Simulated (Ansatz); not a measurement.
Two members of one family (Oligo(thienothiophene), aryl ends), computed with Ansatz in the gas phase. Binding counts from free atoms in the multiplicity of their measured ground term, without zero-point energy. The structures are stationary points that may keep the symmetry of their start.

First: COc1ccc(-c2cc3sc(-c4cc5sc(-c6cc7sc(-c8ccc(C(F)=C(F)F)cc8)cc7s6)cc5s4)cc3s2)cc1 (singlet, charge 0, PBE-D4/def2-SVP geometry).

Cartesian coordinates in Å:
```
C 6.172 9.517 -9.642
O 5.002 8.746 -9.840
C 4.594 7.922 -8.840
C 5.251 7.774 -7.601
C 4.738 6.890 -6.644
C 3.568 6.133 -6.873
C 3.037 5.212 -5.871
C 1.998 4.292 -5.998
C 1.771 3.574 -4.798
S 0.667 2.323 -4.300
C 1.363 2.294 -2.672
C 0.847 1.391 -1.673
C 1.302 1.216 -0.362
C 0.544 0.242 0.328
S 0.576 -0.434 1.932
C -0.796 -1.491 1.565
C -1.320 -2.385 2.567
C -2.413 -3.250 2.453
C -2.638 -3.969 3.650
S -3.796 -5.155 4.174
C -3.059 -5.242 5.783
C -3.622 -6.126 6.797
C -3.088 -6.174 8.109
C -3.634 -7.006 9.085
C -4.746 -7.836 8.802
C -5.277 -8.674 9.874
F -4.651 -8.573 11.072
C -6.318 -9.546 9.842
F -6.712 -10.248 10.889
F -7.060 -9.792 8.770
C -5.283 -7.800 7.490
C -4.731 -6.965 6.521
C -1.964 -4.383 5.889
C -1.730 -3.669 4.689
S -0.575 -2.477 4.169
C -1.249 -1.317 0.254
C -0.492 -0.341 -0.436
S -0.527 0.337 -2.038
C 2.405 3.215 -2.538
C 2.629 3.932 -3.737
S 3.727 5.185 -4.240
C 2.921 6.301 -8.127
C 3.422 7.173 -9.089
H 7.067 8.878 -9.471
H 6.067 10.219 -8.783
H 6.322 10.104 -10.568
H 6.164 8.339 -7.371
H 5.276 6.784 -5.688
H 1.437 4.140 -6.930
H 2.147 1.773 0.061
H -3.015 -3.341 1.541
H -2.230 -5.541 8.375
H -3.201 -7.018 10.094
H -6.142 -8.428 7.224
H -5.174 -6.965 5.512
H -1.363 -4.281 6.800
H -2.089 -1.879 -0.171
H 2.966 3.356 -1.606
H 2.000 5.743 -8.346
H 2.917 7.302 -10.058
```

```json
{"level": "PBE-D4/def2-SVP", "HOMO (eV)": "-4.41", "LUMO (eV)": "-2.88", "gap (eV)": "1.52", "binding per atom (eV)": "5.56"}
{"level": "PBE0-D4/def2-SVP", "HOMO (eV)": "-5.18", "LUMO (eV)": "-2.46", "gap (eV)": "2.72", "binding per atom (eV)": "5.40"}
```

Second: C39H19F3OS8 (singlet, charge 0, PBE-D4/def2-SVP geometry).

Cartesian coordinates in Å:
```
C 0.850 -8.980 15.472
O 1.827 -8.084 14.977
C 1.597 -7.467 13.788
C 2.600 -6.579 13.342
C 2.453 -5.900 12.135
C 1.307 -6.076 11.317
C 1.152 -5.367 10.049
C 0.056 -5.351 9.187
C 0.287 -4.548 8.044
S -0.636 -4.123 6.629
C 0.692 -3.129 6.008
C 0.548 -2.448 4.749
C -0.552 -2.437 3.884
C -0.306 -1.654 2.733
S -1.218 -1.236 1.309
C 0.123 -0.268 0.678
C -0.014 0.408 -0.585
C -1.101 0.397 -1.464
C -0.859 1.195 -2.606
S -1.766 1.609 -4.034
C -0.441 2.617 -4.637
C -0.581 3.305 -5.894
C -1.642 3.246 -6.803
C -1.411 4.069 -7.931
S -2.286 4.438 -9.387
C -0.998 5.512 -9.952
C -1.121 6.188 -11.239
C -2.083 5.790 -12.200
C -2.189 6.419 -13.439
C -1.323 7.486 -13.783
C -1.362 8.182 -15.066
F -0.503 9.221 -15.205
C -2.131 7.922 -16.155
F -3.028 6.947 -16.227
F -2.069 8.622 -17.274
C -0.364 7.897 -12.824
C -0.268 7.266 -11.585
C 0.052 5.580 -9.035
C -0.183 4.766 -7.901
S 0.701 4.393 -6.447
C 0.647 2.624 -3.759
C 0.405 1.825 -2.619
S 1.309 1.418 -1.187
C 1.221 -0.276 1.545
C 0.973 -1.057 2.697
S 1.888 -1.477 4.119
C 1.791 -3.136 6.871
C 1.558 -3.937 8.013
S 2.477 -4.372 9.425
C 0.316 -6.973 11.779
C 0.448 -7.659 12.992
H -0.127 -8.476 15.642
H 1.232 -9.359 16.438
H 0.691 -9.842 14.785
H 3.490 -6.437 13.972
H 3.248 -5.206 11.818
H -0.876 -5.896 9.386
H -1.482 -2.980 4.095
H -2.020 -0.171 -1.271
H -2.532 2.623 -6.644
H -2.758 4.948 -11.974
H -2.950 6.070 -14.150
H 0.307 8.733 -13.063
H 0.474 7.629 -10.860
H 0.958 6.175 -9.200
H 1.569 3.188 -3.955
H 2.153 0.264 1.333
H 2.716 -2.579 6.664
H -0.585 -7.150 11.175
H -0.350 -8.346 13.305
```

Problem. Estimate the same table for the second.

Solution. 
| level | HOMO (eV) | LUMO (eV) | gap (eV) | binding per atom (eV) |
| --- | --- | --- | --- | --- |
| PBE-D4/def2-SVP | -4.38 | -2.96 | 1.42 | 5.59 |
| PBE0-D4/def2-SVP | -5.13 | -2.54 | 2.59 | 5.43 |
